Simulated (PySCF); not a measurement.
## M06-L on Hg (mercury, neutral)

Configuration: [Xe] 4f14 5d10 6s2, closed-shell 1S. Computed with PySCF 2.14 in def2-QZVPPD with the def2 core potential (60 electrons) (7s5p4d4f2g, 88 functions), with scalar relativity through the core potential.

```json
{"Total energy": "-153.6171 hartree", "One-electron energy": "-270.2828 hartree", "Hartree (Coulomb) energy": "130.7108 hartree", "Exchange-correlation energy": "-14.0451 hartree", "⟨S²⟩": "0.0000", "⟨L²⟩": "0.000", "Sum of ⟨r⟩": "28.71 bohr", "Sum of ⟨r²⟩": "52.66 bohr²"}
```

```tsv
shell	electrons	mean orbital energy (eV)	rms radius, mean of both spins (bohr)
5s	2	-118.13	0.971
5p	6	-68.095	1.12
5d	10	-10.119	1.63
6s	2	-6.611	2.88
```

Energies and moments cover only the electrons outside the core potential. Spin-orbit coupling, which splits the p, d and f shells strongly at this Z, is absent.
